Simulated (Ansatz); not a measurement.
Consider the formal exchange of groups at the Si–B bond: `OB(F)[SiH2][SiH3]` + `O[SiH2]S` → `O[SiH](S)[SiH2][SiH3]` + `OBF`.

Gas-phase electronic energies from Ansatz, PBE0-D4/def2-TZVP geometries. CCSD(T)/CBS is the MP2 limit (def2-TZVPP, def2-QZVPP) plus CCSD(T) − MP2 in def2-TZVPP, frozen cores. This one scheme is used for every species. Functionals use def2-TZVPP. One conformer a species, not always the lowest.

```
             level  ΔE (kJ/mol)  difference from CCSD(T)/CBS
            PBE-D4        -22.5                         -2.3
         r2SCAN-D4        -18.8                          1.4
           PBE0-D4        -23.0                         -2.8
           ωB97X-V        -17.3                          2.9
           ωB97M-V        -17.1                          3.1
            B2PLYP        -15.5                          4.7
            r2SCAN        -17.2                          3.0
              PBE0        -18.0                          2.2
     HF/def2-TZVPP        -11.9                          8.3
    MP2/def2-TZVPP        -20.1                          0.1
SCS-MP2/def2-TZVPP        -17.1                          3.1
   CCSD/def2-TZVPP        -16.6                          3.6
     HF/def2-QZVPP        -11.7                          8.5
      HF/CBS(def2)        -11.6                          8.6
     MP2/CBS(def2)        -22.5                         -2.3
    CCSD/CBS(def2)        -18.9                          1.3
       CCSD(T)/CBS        -20.2                            0
```

Largest T1 diagnostic among the species: 0.014.

The D4 term adds −8.6 kJ/mol with B3LYP and −5.1 kJ/mol with PBE0; it sums over pairs of atoms, weighted by their polarisabilities, and B3LYP, whose exchange is more repulsive, gets the larger term. In def2-TZVPP, CCSD(T) changes the Hartree–Fock value by −6.0 kJ/mol (the triples alone add −1.3 kJ/mol) and MP2 by −8.3 kJ/mol.

B3LYP here is the variant with VWN-RPA as its local correlation; programs differ in this.
